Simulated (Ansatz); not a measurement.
Zn₂O. Charge 0, multiplicity 5. Geometry PBE-D4/def2-TZVP; atoms count from 1.

```xyz
3

Zn    0.111    0.709    1.854
Zn   -0.111   -0.710   -1.853
O     0.000    0.001    0.000
```

At PBE0-D4/def2-TZVP a broken-symmetry singlet of charge 0 lies 5.00 eV below the quintet, each at its own geometry. The structure comes from a short search, and lower isomers may exist.

(1) Estimate the Mulliken populations from the PBE0/def2-TZVP orbitals of Ansatz.

(2) Where does the spin sit?

(3) And the Mayer bond orders between bonded heavy atoms (over 0.3)?

## Answers

(1) 
```tsv
atom	charge (e)	spin (α − β)	d electrons
Zn1	0.15	1.45	10.02
Zn2	0.15	1.45	10.02
O3	-0.30	1.10	–
```
Mulliken values and Mayer orders depend strongly on the basis.

(2) Summed by element: Zn 2.90, O 1.10, of 4 unpaired in all. Largest on single atoms: Zn1 1.45, Zn2 1.45, O3 1.10.

(3) Zn1–O3 0.48 (1.99 Å); Zn2–O3 0.48 (1.99 Å). Values over 0.3 also appear between atoms too far apart for a bond (Zn1–Zn2 0.58 at 3.98 Å); they arise where an orbital or an unpaired electron spreads over both atoms.
